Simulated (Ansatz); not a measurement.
C₈H₁₁NSi, SMILES `C=CN([SiH3])c1ccccc1`. Charge 0, multiplicity 1. All single points use the PBE0-D4/def2-TZVP geometry. It is one conformer, not always the lowest.

```xyz
21

C    -0.590   -2.151   -1.587
C     0.161   -2.181   -0.488
N     0.537   -1.109    0.316
Si    1.818   -1.276    1.485
C    -0.023    0.174    0.097
C     0.802    1.265   -0.146
C     0.261    2.535   -0.293
C    -1.109    2.721   -0.218
C    -1.936    1.629    0.015
C    -1.401    0.365    0.178
H    -0.805   -3.076   -2.104
H    -1.002   -1.235   -1.991
H     0.556   -3.130   -0.137
H     3.154   -0.879    0.960
H     1.871   -2.714    1.852
H     1.498   -0.422    2.653
H     1.873    1.115   -0.231
H     0.917    3.378   -0.477
H    -1.533    3.711   -0.338
H    -3.010    1.767    0.083
H    -2.041   -0.488    0.372
```

What is the dipole moment at r2SCAN/def2-TZVPP? (An estimate is asked.)

Ansatz gave: 0.68 D, with components (0.04, 0.53, 0.44) D in this frame, pointing from negative to positive charge.

And with PBE, B3LYP, ωB97M-V? (Estimate.)

The calculation gave: PBE 0.68 D, B3LYP 0.68 D, ωB97M-V 0.65 D.

Give the Mulliken charges with r2SCAN, PBE, B3LYP in def2-TZVPP. (An estimate is asked.)

Computed: 
```tsv
atom	r2SCAN	PBE	B3LYP
C1	-0.27	-0.27	-0.29
C2	0.01	-0.04	-0.02
N3	-0.16	-0.04	-0.15
Si4	0.32	0.22	0.30
C5	0.16	0.09	0.11
C6	-0.17	-0.16	-0.17
C7	-0.08	-0.11	-0.12
C8	-0.11	-0.11	-0.13
C9	-0.06	-0.09	-0.10
C10	-0.20	-0.18	-0.20
H11	0.08	0.09	0.09
H12	0.08	0.09	0.10
H13	0.08	0.08	0.10
H14	-0.08	-0.06	-0.07
H15	-0.07	-0.05	-0.07
H16	-0.05	-0.03	-0.05
H17	0.11	0.11	0.14
H18	0.10	0.11	0.13
H19	0.10	0.11	0.13
H20	0.10	0.11	0.13
H21	0.11	0.13	0.15
```

B3LYP here is the variant with VWN-RPA as its local correlation; programs differ in this.
